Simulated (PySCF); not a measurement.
Computed IR spectrum (relative IR intensity) of a molecule C₃H₈Ge. Geometry: PBE-D3(BJ)/def2-SVP. Other conformers were not sampled. Calculation: PySCF with PBE-D3(BJ)/def2-SVP. Frequencies are harmonic and unscaled.

Lines under 2 % of the strongest are left out, and lines within 2 cm⁻¹ are merged.

| ν (cm⁻¹) | relative intensity |
|---|---|
| 308 | 2.0 |
| 480 | 5.9 |
| 593 | 7.5 |
| 663 | 14 |
| 676 | 23 |
| 809 | 41 |
| 828 | 7.9 |
| 856 | 21 |
| 930 | 10 |
| 972 | 2.1 |
| 1001 | 4.0 |
| 1367 | 2.5 |
| 2055 | 100 |
| 3046 | 5.0 |
| 3072 | 2.4 |
| 3136 | 4.1 |

Identify the compound among the candidates.
(A) C=C[CH2][GeH3]
(B) C=[C](C)[GeH3]
(C) C1[CH2][GeH2][CH2]1
(D) C=[CH][GeH2][CH3]

D, C=[CH][GeH2][CH3]
